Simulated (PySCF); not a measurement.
Ligands exchanged one at a time, Al OH-H. Gas-phase values, no solvent. One relaxed conformer stands for each flexible species; it need not be the lowest. Strings in code marks are SMILES.

Calculation: TPSSh-D3(BJ)/def2-TZVP // CAM-B3LYP-D3(BJ)/def2-TZVP (PySCF). All candidates: neutral, multiplicity 1. Excitations are Tamm–Dancoff values on a coarser integration grid. The basis has no diffuse functions, so Rydberg states are missing or too high.

The T1 excitation (TDA) comes out as 6.82 eV and the S1 excitation (TDA) comes out as 7.12 eV. The HOMO–LUMO gap is 7.76 eV.

Task: Say which member has these values.
(A) `[OH][Al]([OH])[OH]`
(B) `[OH][AlH2]`
(C) `[OH][AlH][OH]` (H–O–Al–O torsion 0°, O–Al–O–H torsion 0°)

Result: C, `[OH][AlH][OH]` (H–O–Al–O torsion 0°, O–Al–O–H torsion 0°). The others give `[OH][Al]([OH])[OH]`: 6.48 eV, 6.74 eV, 7.36 eV; `[OH][AlH2]`: 5.49 eV, 5.94 eV, 6.56 eV
